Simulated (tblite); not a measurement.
Species: C₄H₁₄NPSi₂.
Numbering: `[CH3:1][CH2:2][N:3]1[CH2:4][SiH2:5][Si@@H:6]([PH2:7])[CH2:8]1` (hydrogens: H9, H10, H11 on C1; H12, H13 on C2; H14, H15 on C4; H16, H17 on Si5; H18 on Si6; H19, H20 on P7; H21, H22 on C8)

Computed with GFN2-xTB (tblite), gas phase: L-BFGS steps from a force-field or distance-geometry start until the largest atomic force falls under 0.01 eV/Å.

Step 25: E = -668.6019 eV
```
atom  x, y, z in Å  |  force x, y, z in eV/Å
C1     -2.7166    0.5587   -0.6198   -0.003  -0.044   0.034
C2     -2.0819   -0.1900    0.5592    0.008   0.013  -0.003
N3     -0.6435   -0.3661    0.5064    0.007  -0.023  -0.005
C4     -0.1707   -1.4420   -0.3477   -0.003   0.006  -0.016
Si5     1.6165   -1.7987    0.2526   -0.038  -0.048  -0.035
Si6     1.9529    0.4628    0.6264    0.013   0.028  -0.055
P7      3.0925    1.3942   -1.0808    0.021   0.057  -0.002
C8      0.0981    0.8608    0.2944    0.003  -0.028   0.015
H9     -3.7985    0.4938   -0.5417   -0.020   0.010  -0.035
H10    -2.4352    1.6103   -0.6085    0.007  -0.059  -0.046
H11    -2.4077    0.1144   -1.5649   -0.021   0.030   0.029
H12    -2.5299   -1.1852    0.6345    0.006   0.022   0.033
H13    -2.3049    0.3491    1.4879   -0.029   0.016  -0.012
H14    -0.1909   -1.1748   -1.4179   -0.014   0.011   0.026
H15    -0.8266   -2.3042   -0.2220    0.002   0.032   0.019
H16     2.3919   -2.4598   -0.8031    0.017  -0.019  -0.012
H17     1.5739   -2.7010    1.4041    0.002   0.012   0.028
H18     2.3578    1.0238    1.9300   -0.009  -0.030   0.005
H19     4.3376    1.2194   -0.5089   -0.001  -0.013   0.009
H20     2.9995    2.6907   -0.6115    0.008   0.031   0.004
H21    -0.2925    1.6167    0.9780   -0.009  -0.014  -0.004
H22    -0.0321    1.2466   -0.7328    0.050   0.012   0.024
```

Step 26: E = -668.6028 eV
```
atom  x, y, z in Å  |  force x, y, z in eV/Å
C1     -2.7196    0.5582   -0.6206    0.031  -0.062   0.040
C2     -2.0822   -0.1894    0.5589    0.004   0.025  -0.014
N3     -0.6436   -0.3668    0.5071    0.006  -0.001  -0.031
C4     -0.1704   -1.4426   -0.3473   -0.035   0.025  -0.021
Si5     1.6138   -1.8003    0.2524    0.017  -0.026  -0.029
Si6     1.9546    0.4626    0.6232   -0.009   0.000  -0.049
P7      3.0948    1.3969   -1.0812    0.008   0.046  -0.017
C8      0.0982    0.8597    0.2950    0.025  -0.011   0.013
H9     -3.8017    0.4928   -0.5419   -0.001   0.015  -0.034
H10    -2.4360    1.6091   -0.6121   -0.006  -0.051  -0.035
H11    -2.4093    0.1136   -1.5650   -0.030   0.020   0.022
H12    -2.5296   -1.1840    0.6364   -0.007   0.001   0.030
H13    -2.3050    0.3505    1.4866   -0.028   0.024   0.001
H14    -0.1901   -1.1756   -1.4176   -0.018   0.013   0.027
H15    -0.8271   -2.3029   -0.2206   -0.014   0.004   0.013
H16     2.3911   -2.4596   -0.8032    0.013  -0.024  -0.011
H17     1.5743   -2.7000    1.4053   -0.001   0.005   0.032
H18     2.3602    1.0208    1.9272   -0.006  -0.025   0.013
H19     4.3388    1.2225   -0.5093    0.016  -0.023   0.016
H20     3.0014    2.6904   -0.6072    0.003   0.055   0.007
H21    -0.2920    1.6151    0.9792   -0.006  -0.009   0.002
H22    -0.0310    1.2483   -0.7316    0.038  -0.001   0.025
```

Step 27: E = -668.6038 eV
```
atom  x, y, z in Å  |  force x, y, z in eV/Å
C1     -2.7225    0.5568   -0.6208    0.045  -0.056   0.026
C2     -2.0823   -0.1885    0.5584   -0.002   0.022  -0.008
N3     -0.6437   -0.3671    0.5070    0.003   0.021  -0.037
C4     -0.1706   -1.4428   -0.3470   -0.050   0.029  -0.016
Si5     1.6115   -1.8025    0.2518    0.061   0.000  -0.016
Si6     1.9565    0.4622    0.6192   -0.020  -0.027  -0.029
P7      3.0974    1.4008   -1.0818    0.000   0.035  -0.027
C8      0.0988    0.8585    0.2958    0.037   0.011   0.009
H9     -3.8050    0.4916   -0.5425    0.015   0.015  -0.026
H10    -2.4374    1.6068   -0.6166   -0.013  -0.030  -0.017
H11    -2.4121    0.1132   -1.5649   -0.030  -0.007   0.003
H12    -2.5293   -1.1824    0.6388   -0.017  -0.018   0.026
H13    -2.3055    0.3526    1.4849   -0.021   0.031   0.012
H14    -0.1897   -1.1765   -1.4169   -0.023   0.016   0.012
H15    -0.8278   -2.3015   -0.2188   -0.031  -0.022   0.006
H16     2.3904   -2.4602   -0.8036    0.009  -0.030  -0.012
H17     1.5748   -2.6993    1.4070   -0.004   0.004   0.029
H18     2.3631    1.0178    1.9242   -0.006  -0.024   0.011
H19     4.3403    1.2249   -0.5093    0.024  -0.026   0.019
H20     3.0030    2.6913   -0.6020    0.002   0.071   0.009
H21    -0.2913    1.6132    0.9806   -0.002  -0.004   0.010
H22    -0.0291    1.2505   -0.7296    0.025  -0.011   0.017
```

**Question.** Estimate the geometry and energy of step 28. (The exact step hangs on the optimiser's Hessian estimate; all steps are aligned on step 27, rigid shifts and turns removed.)

**Answer.** E = -668.6048 eV, largest force 0.081 eV/Å
```
atom  x, y, z in Å  |  force x, y, z in eV/Å
C1     -2.7254    0.5544   -0.6209    0.038  -0.031  -0.003
C2     -2.0826   -0.1872    0.5579   -0.008   0.007   0.011
N3     -0.6441   -0.3669    0.5059   -0.001   0.035  -0.022
C4     -0.1716   -1.4428   -0.3468   -0.044   0.016  -0.004
Si5     1.6099   -1.8051    0.2509    0.078   0.022  -0.003
Si6     1.9584    0.4611    0.6140   -0.017  -0.042  -0.002
P7      3.1008    1.4063   -1.0826   -0.004   0.027  -0.025
C8      0.1002    0.8575    0.2968    0.034   0.030   0.002
H9     -3.8083    0.4902   -0.5434    0.027   0.011  -0.013
H10    -2.4395    1.6037   -0.6224   -0.014  -0.003   0.004
H11    -2.4160    0.1123   -1.5649   -0.023  -0.043  -0.023
H12    -2.5293   -1.1807    0.6421   -0.020  -0.028   0.023
H13    -2.3064    0.3557    1.4830   -0.010   0.035   0.018
H14    -0.1897   -1.1773   -1.4160   -0.028   0.016  -0.013
H15    -0.8292   -2.3003   -0.2165   -0.042  -0.038  -0.002
H16     2.3896   -2.4615   -0.8042    0.007  -0.038  -0.014
H17     1.5753   -2.6984    1.4096   -0.006   0.009   0.016
H18     2.3669    1.0137    1.9204   -0.008  -0.027   0.003
H19     4.3431    1.2272   -0.5090    0.019  -0.024   0.018
H20     3.0045    2.6938   -0.5955    0.005   0.074   0.009
H21    -0.2902    1.6110    0.9825    0.005   0.003   0.019
H22    -0.0270    1.2529   -0.7270    0.014  -0.013   0.001
```

The energy changes by -0.0010 eV. The first-order estimate −F·Δx gives -0.0014 eV and the mean of the old and new forces, exact on a quadratic surface, -0.0010 eV. The step makes an angle of 69° with the force vector and moves no atom by more than 0.007 Å.

The cost below is that of the whole relaxation. The run took 2.5 s wall on an Arm Neoverse N1 with one thread, shared host.
